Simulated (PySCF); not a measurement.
An unknown is described by computed data only.

Elements present: C, H, N, O and Si. Monoisotopic mass: 93.0246 u.

| Item | Value |
| --- | --- |
| Valence photoelectron | vertical ionisation energy: 9.32 eV [ΔSCF wB97X-D/def2-SVPD] |
| XPS | Si2p3/2 107.6, C1s 291.8, N1s 404.6, O1s 538.4 (×2), Si1s 1847.8 eV [ΔSCF SCAN, pcX-2 on the ionised atom, pcseg-1 elsewhere, spin-free X2C, 2p3/2 from a spin–orbit splitting computed afterwards within the 2p shell] |
| Rotational structure | rotational constants A, B, C: 6.726, 2.601, 2.088 GHz [PBE0-D3(BJ)/def2-SVP] |
| Dipole | 1.84 D [wB97X-D/def2-SVPD] |
| 13C NMR | chemical shifts (computed TMS as zero) by class: 29.4 (1 C) ppm [GIAO B97-2/pcSseg-2] |
| NMR, other nuclei | isotropic shieldings of nuclei other than C and H, by class: 221 (1 N), 270 (2 O), 383 (1 Si) ppm [GIAO B97-2/pcSseg-2] |
| Triplet | lowest triplet excitation (Tamm–Dancoff): 6.51 eV [TDA wB97X-D/def2-SVPD] |
| UV, first state | lowest singlet excitation: 6.67 eV (186 nm, f = 0.011) [TDDFT wB97X-D/def2-SVPD] |
| Polarisability | 54.1 au [wB97X-D/def2-SVPD] |

Electronic properties: PySCF, gas phase, density fitting. Levels stand in brackets. The structure is a single PBE0-D3(BJ)/def2-SVP conformer in the gas phase; no vibrational or solvent corrections. Each NMR value is the plain mean over a class of atoms that symmetry, rotation or inversion makes alike.

Task: Which formula fits the mass and the elements?

Result: CH7NO2Si (calculated 93.0246). No other formula that holds each of these elements comes within 0.0003 u with a fitting electron parity and a possible valence count.

Task: Give a SMILES that accounts for the data.

Result: Numbering: `[CH3:1][NH:2][SiH:3]([OH:4])[OH:5]`. Its formula, CH7NO2Si, gives 0 degrees of unsaturation, so no ring and no π bond. The one carbon: N-methyl carbon [C1] (29.4 ppm). The other shieldings belong to: 221 ppm, silicon-bound nitrogen [N2]; 270 ppm, silanol oxygen [O4/O5]; 383 ppm, oxygen-bound silicon [Si3]. The core levels belong to: Si2p3/2 107.6 eV, oxygen-bound silicon [Si3]; C1s 291.8 eV, N-methyl carbon [C1]; N1s 404.6 eV, silicon-bound nitrogen [N2]; O1s 538.4 eV, silanol oxygen [O4/O5]; Si1s 1847.8 eV, oxygen-bound silicon [Si3]. One atom of each topological class was ionised and stands for its class. The first electron is taken from the HOMO, whose largest Löwdin shares are 0.59 on the silicon-bound nitrogen, 0.14 on the N-methyl carbon, 0.06 on the oxygen-bound silicon and 0.05 on a methyl hydrogen. By its constants the optimised geometry is an asymmetric top. Structure: `CN[SiH](O)O`. The assignments are read from this structure; whether some other isomer fits the data as well wasn't checked.

The values belong to the conformer `[CH3:1][NH:2][SiH:3]([OH:4])[OH:5]`: C1–N2–Si3–O4 -118°, H–O4–Si3–N2 -139°, H–O5–Si3–N2 -46°.
